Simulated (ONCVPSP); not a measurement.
## zinc, ONCV: configuration errors across variants

ONCVPSP 4.0.1 input, shortened (lines: element, Z, core and valence counts, functional; n l f; lmax; l rc ep ncon nbas qcut; lloc lpopt rc5 dvloc0; l nproj debl; icmod fcfact rcfact), PBE, fully relativistic:

```
  Zn 30.00    3    3        4      upf
    1    0    2.00
    2    0    2.00
    2    1    6.00
    3    0    2.00
    3    1    6.00
    3    2   10.00
    2
    0    1.10    0.00    5    9    9.40
    1    0.70    0.00    3    7   12.60
    2    1.35    0.00    3    8    9.20
    4    5    0.45    0.00
    0    2    1.20
    1    2    2.70
    2    2    1.40
    3    3.50    1.55
```

Open shells are filled in proportion to 2j + 1.

In the s channel the program set the typed energies aside and used -5.515, 0.250 Ha. In the p channel the program set the typed energies aside and used -3.796, 0.250 Ha (j = l + 1/2; the other j can differ).

All-electron excitation energies from the reference (eV): (1) 3s2 3p6 3d10 4s2 -28.332; (2) 3s2 3p6 3d10 4s1 -18.443; (3) 3s2 3p6 3d9 40.534; (4) 3s2 3p6 3d10 4p1 -12.120.

Errors AE − PS in meV (a dash: test not solved or not reliable):

```csv
change,(1),(2),(3),(4),bound ghosts,GHOST(+) flags above zero
base,+13,+3.7,+115,+1.1,none,s
"all radii but the core radius scaled by about 0.77 (s 0.84, p 0.54, d 1.04 bohr); local potential polynomial inside 0.34 bohr (lpopt 5, dvloc0 0 Ha)",+7.5,+2.3,-2.9,+0.4,none,"s, d5/2, d3/2"
"all radii but the core radius scaled by about 0.88 (s 0.96, p 0.62, d 1.18 bohr); local potential polynomial inside 0.40 bohr (lpopt 5, dvloc0 0 Ha)",+11,+3.2,+51,+0.8,none,s
"all radii but the core radius scaled by about 0.93 (s 1.02, p 0.66, d 1.26 bohr); local potential polynomial inside 0.42 bohr (lpopt 5, dvloc0 0 Ha)",+12,+3.6,+81,+1.0,none,s
"all radii but the core radius scaled by about 1.07 (s 1.18, p 0.74, d 1.44 bohr); local potential polynomial inside 0.48 bohr (lpopt 5, dvloc0 0 Ha)",+12,+3.2,+150,+1.1,none,s
"all radii but the core radius scaled by about 1.17 (s 1.28, p 0.82, d 1.58 bohr); local potential polynomial inside 0.52 bohr (lpopt 5, dvloc0 0 Ha)",+6.6,+0.7,+207,+0.7,none,s
"all radii but the core radius scaled by about 1.31 (s 1.44, p 0.92, d 1.78 bohr); local potential polynomial inside 0.60 bohr (lpopt 5, dvloc0 0 Ha)",-9.7,-6.3,+299,-1.4,none,s
```

Q: Give the same row for: all radii but the core radius scaled by about 1.23 (s 1.36, p 0.86, d 1.66 bohr); local potential polynomial inside 0.56 bohr (lpopt 5, dvloc0 0 Ha).

A: +1.6, -1.5, +242, +0.1; bound ghosts: none; GHOST(+) flags above zero: s.
